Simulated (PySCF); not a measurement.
**Electric field gradients and quadrupole coupling constants**

Compound: C5H13AlN2Si2.
Geometry (PBE0-D3(BJ)/def2-SVP, Å), atoms numbered from 1 in this order:
```xyz
23
C5H13AlN2Si2 angstrom
Si     1.6867   -0.9979    1.1920
N      1.8908    0.4762    0.3128
Si     3.4513    1.2474    0.3302
Al     0.6505    1.4347   -0.7014
N     -1.0451    0.3397   -0.4788
C     -1.8471    0.5629    0.5691
C     -2.9629   -0.2249    0.8169
C     -3.2486   -1.2722   -0.0562
C     -2.4128   -1.4930   -1.1485
C     -1.3160   -0.6603   -1.3259
H      2.6238   -2.0773    0.7328
H      0.2937   -1.5298    1.0327
H      1.9243   -0.8325    2.6655
H      4.5362    0.3801   -0.2352
H      3.3527    2.4852   -0.5120
H      3.8890    1.6516    1.7066
H      0.8505    1.3286   -2.2895
H      0.1794    2.8199   -0.0435
H     -1.5696    1.4015    1.2140
H     -3.5936   -0.0169    1.6824
H     -4.1182   -1.9116    0.1129
H     -2.6025   -2.3005   -1.8569
H     -0.6222   -0.7790   -2.1628
```

Field gradients from the PBE0/pcSseg-1 density (PySCF, non-relativistic), principal values in atomic units, ordered |Vxx| ≤ |Vyy| ≤ |Vzz|:

```tsv
atom	Vxx	Vyy	Vzz
N2	0.1364	0.3817	-0.5181
Al4	-0.1678	-0.5525	0.7204
N5	0.3106	0.3848	-0.6954
```

**Question.** Find the asymmetry η = (Vxx − Vyy)/Vzz and the couplings χ = eQV/h (234.96 MHz × Q in barn × V in au), with Q(14N) = 0.02044 b, Q(27Al) = 0.1466 b.

**Answer.** 
```tsv
atom	environment	nucleus	η	χzz (MHz)	χxx (MHz)	χyy (MHz)
N2	nitrogen bridging silicon atoms	14N	0.47	-2.488	0.655	1.833
Al4	aluminium bonded to 2 N and 2 H	27Al	0.53	24.81	-5.78	-19.03
N5	nitrogen bonded to Al and 2 C	14N	0.11	-3.340	1.492	1.848
```

**Question.** What is Vzz at N2 in SI units (1 au = 9.71736 × 10²¹ V/m²)?

**Answer.** -0.5181 au = -5.035 × 10²¹ V/m².

**Question.** And the gradient at the other heavy atoms, for which no coupling is worked out here?

**Answer.** 
```tsv
atom	environment	Vzz (au)	η
Si1	SiH3 silicon	0.127	0.64
Si3	SiH3 silicon	0.179	0.29
C6	aromatic CH next to a ring nitrogen	0.361	0.72
C7	aromatic CH carbon	0.322	0.05
C8	aromatic CH carbon	0.434	0.07
C9	aromatic CH carbon	0.322	0.05
C10	aromatic CH next to a ring nitrogen	0.361	0.72
```

**Question.** What couplings would deuterons (Q(2H) = 0.00286 b) have in place of the hydrogens, at this geometry?

**Answer.** 
| atom | bonded to | bond length (Å) | Vzz (au) | η | χzz (kHz) |
| --- | --- | --- | --- | --- | --- |
| H11 | Si1 | 1.501 | 0.1356 | 0.03 | 91 |
| H12 | Si1 | 1.500 | 0.1385 | 0.05 | 93 |
| H13 | Si1 | 1.502 | 0.1354 | 0.03 | 91 |
| H14 | Si3 | 1.500 | 0.1365 | 0.03 | 92 |
| H15 | Si3 | 1.500 | 0.1334 | 0.11 | 90 |
| H16 | Si3 | 1.500 | 0.1364 | 0.03 | 92 |
| H17 | Al4 | 1.604 | 0.1036 | 0.07 | 70 |
| H18 | Al4 | 1.604 | 0.1035 | 0.07 | 70 |
| H19 | C6 | 1.094 | 0.2873 | 0.08 | 193 |
| H20 | C7 | 1.091 | 0.3022 | 0.07 | 203 |
| H21 | C8 | 1.093 | 0.2984 | 0.04 | 201 |
| H22 | C9 | 1.091 | 0.3022 | 0.07 | 203 |
| H23 | C10 | 1.094 | 0.2875 | 0.08 | 193 |

The structure is a single PBE0-D3(BJ)/def2-SVP conformer in the gas phase; no vibrational or solvent corrections. With so small a basis the couplings can be 20 % off.
